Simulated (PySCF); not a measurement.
CH₈O₃Si₂, SMILES C[Si](O)(O)[SiH2]O.

The structure is a stationary point at TPSSh-D3(BJ)/def2-SVP. The structure was generated by enumeration, and PubChem lists no compound with its InChIKey, so it may never have been made. One conformer was computed; it need not be the lowest.

Computed with PySCF with TDA-PBE/def2-SVPD.

Vertical excitations. The molecule is in vacuum.

Computed UV-visible absorptions:
| state | energy (eV) | λ (nm) | f | main pairs |
|---|---|---|---|---|
| S1 | 5.39 | 230 | 0.018 | HOMO→LUMO 97 % |
| S2 | 5.87 | 211 | 0.005 | HOMO−1→LUMO 98 % |
| S3 | 6.01 | 206 | 0.003 | HOMO−2→LUMO 98 % |
| S4 | 6.14 | 202 | 0.021 | HOMO−3→LUMO 63 %, HOMO→LUMO+1 33 % |
| S5 | 6.17 | 201 | 0.025 | HOMO→LUMO+1 58 %, HOMO−3→LUMO 33 % |
| S6 | 6.69 | 185 | 0.047 | HOMO→LUMO+2 77 % |
| T1 | 4.91 | 252 | 0 | HOMO→LUMO 98 % |
| T2 | 5.70 | 217 | 0 | HOMO−1→LUMO 50 %, HOMO−2→LUMO 48 % |
Triplets are in the Tamm–Dancoff approximation.
